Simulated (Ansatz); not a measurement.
Geometry optimisation, RKS B3LYP-D4/def2-SVP (Ansatz 0.2.0).

Input file:

```yaml
crystal:
  periodic: [false, false, false]
  atoms:
    - { symbol: O, position_ang: [-0.5279, 0.8333, -1.4303] }
    - { symbol: Si, position_ang: [0.4142, 0.7162, -0.0533] }
    - { symbol: Se, position_ang: [1.3674, -1.3377, -0.0643] }
    - { symbol: Se, position_ang: [-0.6561, -2.3749, 0.123] }
    - { symbol: H, position_ang: [-0.982, 1.7693, -1.3725] }
    - { symbol: H, position_ang: [-0.4012, 0.8874, 1.1583] }
    - { symbol: H, position_ang: [1.4864, 1.759, -0.0697] }
    - { symbol: H, position_ang: [-0.6085, -2.3097, 1.6529] }
basis:
  gaussian: { orbitals: def2-SVP }
hamiltonian:
  xc: b3lyp
  dispersion: d4
relax:
  f_tol: 0.02
  max_steps: 50
```

Launched with:

```bash
$ ansatz run input.yaml --threads 2 --pin off --max-ram 3072MiB --backend cpu --events-out ev --progress --plain --runs-dir out
```

Problem. Where does it end, and by what steps?

Solution. It converged. After 17 steps the energy has fallen by 0.430 eV; H5 moved furthest, 1.24 Å.

```
step  energy less start (eV)  largest force component (eV/Å)  accepted
   0                  0.0000                           2.869       yes
   1                 -0.2508                           1.220       yes
   2                 -0.2922                           0.370       yes
   3                 -0.3158                           0.285       yes
   4                 -0.3258                           0.464       yes
   5                 -0.3540                           0.128       yes
   6                 -0.3197                           2.070        no
   7                 -0.3657                           0.234       yes
   8                 -0.3774                           0.490       yes
   9                 -0.3835                           1.004       yes
  10                 -0.4170                           0.232       yes
  11                 -0.4249                           0.092       yes
  12                 -0.4240                           0.180        no
  13                 -0.4279                           0.062       yes
  14                 -0.4290                           0.055       yes
  15                 -0.4291                           0.156       yes
  16                 -0.4295                           0.037       yes
  17                 -0.4297                           0.005       yes
```

```xyz
8
Properties=species:S:1:pos:R:3
O -0.501 1.172 -1.240
Si 0.558 0.922 0.012
Se 1.415 -1.230 0.004
Se -0.751 -2.222 -0.085
H -1.249 0.558 -1.272
H -0.096 1.141 1.333
H 1.711 1.837 -0.183
H -0.996 -2.235 1.376
```

Whether the end is a true minimum wasn't checked by a vibrational analysis.

Run time: 47 s on 2 threads of Intel(R) Xeon(R) Platinum 8488C (Sapphire Rapids), on a shared host, peak memory 0.32 GiB.
